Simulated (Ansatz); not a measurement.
CH₂BNO₂, SMILES `OB1N=CO1` from Hartree–Fock to CCSD(T)

```xyz
7

O    -0.961   -1.554   -0.138
B    -0.289   -0.412   -0.062
N     0.912    0.117    0.652
C     0.549    1.140   -0.018
O    -0.581    0.811   -0.754
H    -0.589   -2.249    0.413
H     0.957    2.148   -0.092
```

Charge 0, multiplicity 1. The geometry is a stationary point of PBE0-D4/def2-TZVP. It is one conformer, not always the lowest. Frozen core, restricted reference, Ansatz. CBS rows extrapolate triple and quadruple zeta; past MP2 they add the triple-zeta difference.

```tsv
basis	HF (Eh)	MP2 corr.	CCSD corr.	(T)	CCSD(T) total
def2-SVP	-267.74636	-0.72418	-0.74234	-0.02460	-268.51330
def2-TZVPP	-268.06991	-0.90193	-0.90957	-0.04050	-269.01998
def2-QZVPP	-268.08227	-0.96975	–	–	–
CBS(def2)	-268.08397	-1.02000	-1.02764	as TZ	-269.15211
```
